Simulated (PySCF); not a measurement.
Start geometry of `[GeH3][n]1ccpc1` from GFN2-xTB (Å):
```
atom  x, y, z in Å
Ge1    1.9266    0.1701    0.0466
N2     0.0822   -0.1209    0.0491
C3    -0.8855    0.8458   -0.0848
C4    -2.1014    0.3710   -0.1261
P5    -2.1731   -1.3952   -0.0143
C6    -0.4677   -1.3556    0.0962
H7     2.5109   -0.8077    0.9752
H8     2.4354    0.0067   -1.3553
H9     2.0880    1.6091    0.5196
H10   -0.5541    1.8769   -0.1162
H11   -3.0212    0.9799   -0.2044
H12    0.1997   -2.2084    0.2054
```

What comes out of this run: PBE0-D3(BJ)/def2-SVP geometry optimisation, gas phase in PySCF?

```
atom  x, y, z in Å
Ge1    1.496    0.272   -0.002
N2    -0.351   -0.070   -0.012
C3    -1.306    0.905   -0.153
C4    -2.583    0.410   -0.207
P5    -2.608   -1.357   -0.080
C6    -0.888   -1.324    0.038
H7     2.110   -0.752    0.960
H8     2.038    0.096   -1.428
H9     1.656    1.715    0.488
H10   -0.995    1.950   -0.200
H11   -3.463    1.047   -0.308
H12   -0.215   -2.177    0.154
```

The energy falls by 0.198 eV over 7 energy and gradient evaluations, the largest force component goes from 0.0836 to 2.3e-04 Eh/bohr, and the atoms move by 0.032 Å rms after alignment. Among the bonds, C3–C4 and Ge1–H7 change most and about equally (+0.063 to +0.064 Å). Bonds longer at the end by more than 0.005 Å: 8 of 12; shorter: 1. Among the angles that change most is P5–C4–H11, from 121.3° to 125.3°. Rotational constants go from 6694, 944.2, 836.1 to 6582, 930.9, 824.3 MHz. The orientation of the end geometry is arbitrary; only internal coordinates are fixed.

The run used 136 basis functions and 49 SCF cycles in all. On one thread, Arm Neoverse V1 (aarch64), shared host with 32 logical CPUs at a one-minute load of 9.2, this took 59 s wall and 0.53 GiB of memory at its peak.

No frequency check.
